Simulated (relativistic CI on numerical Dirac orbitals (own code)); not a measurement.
Sensitivity of the levels of Pd²¹⁺ to α and to the nuclear radius

Calculated at this level of theory: Dirac-Coulomb-Breit CI, orbitals from a KLI potential per configuration, derivatives by finite differences, unscaled Slater integrals, QED left out (own radial code, finite nucleus).

CI space (outside the closed core [Ne]): 3s2 3p6 3d7, 3s2 3p5 3d8, 3s2 3p4 3d9, 3s 3p6 3d8, 3p6 3d9, 3s 3p5 3d9, 3s2 3p6 3d6 4s, 3s2 3p6 3d6 4p. Levels of other configurations are missing.

With x = (α/α₀)² − 1 an excitation energy changes as ω = ω₀ + qx; K = 2q/ω₀ is the relative enhancement. Terms are leading LS components, so labels can repeat. The field-shift factor is F = δν/δ⟨r²⟩ for the transition from the lowest level.

Lowest level 3s2 3p6 3d7 4F_9/2.

| Level | ω₀ (cm⁻¹) | q (cm⁻¹) | K | F (GHz/fm²) |
| --- | --- | --- | --- | --- |
| 3s2 3p6 3d7 4F_7/2 | 37932 | 43180 | 2.28 | 0.297 |
| 3s2 3p6 3d7 4F_5/2 | 47899 | 31910 | 1.33 | 0.238 |
| 3s2 3p6 3d7 4F_3/2 | 49028 | 9647 | 0.394 | 0.0635 |
| 3s2 3p6 3d7 4F_3/2 | 71724 | 42160 | 1.18 | 0.306 |
| 3s2 3p6 3d7 4P_5/2 | 82070 | 36360 | 0.886 | 0.327 |
| 3s2 3p6 3d7 2G_9/2 | 83932 | 32110 | 0.765 | 0.296 |
| 3s2 3p6 3d7 4P_1/2 | 95814 | 41080 | 0.857 | 0.311 |
| 3s2 3p6 3d7 2G_7/2 | 113354 | 55280 | 0.975 | 0.456 |
| 3s2 3p6 3d7 2H_11/2 | 114140 | 37180 | 0.652 | 0.401 |
| 3s2 3p6 3d7 4P_3/2 | 126759 | 77660 | 1.23 | 0.576 |
| 3s2 3p6 3d7 2D_5/2 | 127872 | 67930 | 1.06 | 0.524 |
| 3s2 3p6 3d7 2P_1/2 | 145855 | 87130 | 1.19 | 0.589 |
| 3s2 3p6 3d7 2H_9/2 | 153457 | 82540 | 1.08 | 0.702 |

At this charge energies of transitions that change n are usually good to better than 1 %, and those within a shell (Δn = 0) to a few per cent. Terms inside the open d or f shell come out 10 to 20 % too wide with unscaled integrals.
